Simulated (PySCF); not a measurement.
**Two-photon absorption: SMILES C#Cc1ccc(Br)cc1, C8H5Br**

Geometry (Å), atoms numbered from 1 in this order:
```xyz
14

C     4.2629   -0.4098    0.2844
C     3.0657   -0.2308    0.2034
C     1.6564   -0.0203    0.1086
C     1.1457    1.1989   -0.3673
C    -0.2252    1.4064   -0.4603
C    -1.1004    0.3905   -0.0759
Br   -2.9599    0.6677   -0.2002
C    -0.6165   -0.8281    0.3994
C     0.7555   -1.0288    0.4898
H     5.3231   -0.5680    0.3562
H     1.8374    1.9887   -0.6660
H    -0.6175    2.3548   -0.8304
H    -1.3121   -1.6145    0.6966
H     1.1430   -1.9795    0.8606
```

Computed, not measured: TDDFT CAM-B3LYP/aug-cc-pVDZ excited states, vertical, gas phase (PySCF 2.14.0). Geometry: PBE0-D3(BJ)/def2-SVP.

The calculation is non-relativistic, which matters for the atoms heavier than Zn.

Q: Give the one- and two-photon strengths of the lowest singlets.

A: δ for parallel linear polarisation; σ at the peak of a Lorentzian of half width 0.1 eV, single beam; Ω is circular over linear.
| state | E (eV) | f | photon λ (nm) | δ (au) | σ (GM) | Ω | main |
| --- | --- | --- | --- | --- | --- | --- | --- |
| S1 | 4.99 | 0.000 | 497 | 4.79 | 0.04 | 1.50 | HOMO→LUMO+1 0.64, HOMO−1→LUMO 0.33 |
| S2 | 5.04 | 0.472 | 492 | 42.7 | 0.40 | 0.67 | HOMO→LUMO 0.90 |
| S3 | 5.55 | 0.000 | 447 | 0.41 | 0.01 | 1.50 | HOMO−2→LUMO 0.84 |
| S4 | 5.65 | 0.001 | 439 | 0.13 | 0.00 | 1.50 | HOMO→LUMO+5 0.38, HOMO→LUMO+2 0.32 |
| S5 | 6.14 | 0.000 | 404 | 2.22 | 0.03 | 1.50 | HOMO→LUMO+8 0.52, HOMO−3→LUMO+8 0.14 |
| S6 | 6.18 | 0.000 | 401 | 157 | 2.20 | 1.50 | HOMO→LUMO+2 0.58, HOMO→LUMO+5 0.21 |

Among these, the strongest one-photon state is S2, the strongest two-photon state S6, with a dipole change of 0.0 D (relaxed, norm of the difference vector).
